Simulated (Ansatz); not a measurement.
Two isomers of CH9FSi3: A = `F[SiH]([SiH3])C[SiH3]`, B = `FC([SiH3])([SiH3])[SiH3]`.

Gas-phase electronic energies from Ansatz, PBE0-D4/def2-TZVP geometries. CBS: MP2 limit from def2 TZ/QZ plus the TZ coupled-cluster correction, frozen cores. Functionals use def2-TZVPP. B3LYP here is the variant with VWN-RPA as its local correlation; programs differ in this. One conformer a species, not always the lowest.

A:

Z-matrix (Å, degrees):
```
Si
Si 1 2.346
C 1 1.859 2 112.5
F 1 1.610 2 108.3 3 120.6
H 1 1.488 2 110.5 3 -122.7
H 2 1.489 1 109.3 3 70.0
H 2 1.488 1 110.6 3 -49.5
H 2 1.487 1 110.4 3 -170.3
Si 3 1.876 1 114.4 2 -55.6
H 3 1.095 1 109.0 2 65.5
H 3 1.096 1 108.7 2 -177.6
H 9 1.487 3 110.5 1 -51.7
H 9 1.486 3 110.7 1 -172.2
H 9 1.487 3 109.8 1 67.8
```

B:

```xyz
14

F     1.5176    0.8391   -0.7920
C     0.3811    0.2107   -0.1989
Si   -0.7649   -0.3235   -1.6103
Si   -0.4462    1.4924    0.9252
Si    1.0140   -1.2780    0.7880
H    -1.9580   -0.9780   -1.0122
H    -0.0596   -1.2829   -2.4977
H    -1.1862    0.8649   -2.3950
H    -0.8764    2.6653    0.1223
H    -1.6315    0.8548    1.5559
H     0.5063    1.9302    1.9770
H    -0.1568   -1.9483    1.4117
H     1.7093   -2.2258   -0.1194
H     1.9513   -0.8210    1.8454
```

Which isomer does CCSD(T)/CBS put lower? Give the gap. (Estimate.)

Ansatz gave: A, by 64.3 kcal/mol.

Give E(B) − E(A) in kcal/mol with B3LYP, PBE-D4, MP2/def2-TZVPP, B3LYP-D4, PBE0-D4, r2SCAN-D4, CCSD/def2-TZVPP. (An estimate is asked.)

The calculation gave: B3LYP 63.0, PBE-D4 61.2, MP2/def2-TZVPP 65.4, B3LYP-D4 61.7, PBE0-D4 63.6, r2SCAN-D4 63.6, CCSD/def2-TZVPP 64.3. None reverses the order clearly.

Largest T1 diagnostic: 0.013.

The D4 term adds −1.3 kcal/mol with B3LYP and −0.6 kcal/mol with PBE0; it sums over pairs of atoms, weighted by their polarisabilities, and B3LYP, whose exchange is more repulsive, gets the larger term. From PBE to PBE0 (25 % exact exchange), in def2-TZVPP and without D4, E(B) − E(A) moves by +2.2 kcal/mol.
